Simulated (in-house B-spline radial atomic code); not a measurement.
Checks on a self-consistent run for Mo7+, 1s1 2s2 (2p1/2)2 (2p3/2)3 3s2 3p6 3d10 4s2 4p6 4d1. Computed with an all-electron radial atomic-structure program (B-spline basis): Dirac-Hartree-Fock, average of the jj configuration, Fermi nucleus of rms radius 4.4091 fm.

```
orbital    q      ε (Eh)    <1/r>        <r²>  small-component weight
  1s1/2    1  -771.29778  43.7901  0.00165568                0.023718
  2s1/2    2  -118.98435  10.2619   0.0264446               0.0051489
  2p1/2    2  -112.07803  10.1987   0.0196097               0.0051048
  2p3/2    3  -107.80476   9.6562   0.0213269               0.0048963
  3s1/2    2   -25.80219  3.58425    0.191004                0.001436
  3p1/2    2   -22.56568  3.49598    0.184239               0.0013827
  3p3/2    4   -21.73690  3.41238     0.19311               0.0013744
  3d3/2    4   -15.61886  3.22314    0.171865                0.001242
  3d5/2    6   -15.40865  3.18257    0.175482                0.001222
  4s1/2    2    -7.16203  1.36882     1.11617              0.00035629
  4p1/2    2    -5.94864  1.28251     1.23747              0.00032068
  4p3/2    4    -5.80240  1.25463     1.28747              0.00031541
  4d3/2  0.4    -4.09744  1.06939     1.68927               0.0002414
  4d5/2  0.6    -4.07161  1.06039     1.71376              0.00023845
```

Electron-electron repulsion V_ee = 1251.1657 hartree.

Problem. What total energy follows from the eigenvalues?

Solution. The eigenvalues count the repulsion twice, so E = Σqε - V_ee = -1948.960 - 1251.166 = -3200.126 hartree; the run printed -3200.126.

Problem. Does the Dirac virial theorem hold?

Solution. For a point nucleus E = -2c²Σq·w, with w the small-component weight. Here Σq·w = 0.085204 and c = 137.0360, so the ratio E/(-2c²Σq·w) is 1.000020; the finite nucleus accounts for the departure from 1.

Problem. What diamagnetic shielding (Lamb formula) and susceptibility (Langevin formula) do the radii give?

Solution. σ = (α²/3)Σq<1/r> = 184.863/(3·137.036²) = 3281.4 ppm, and χ = -0.79199×10⁻⁶·Σq<r²> = -11.87×10⁻⁶ cm³/mol with Σq<r²> = 14.982 bohr². Both are non-relativistic formulas without the paramagnetism of open shells.
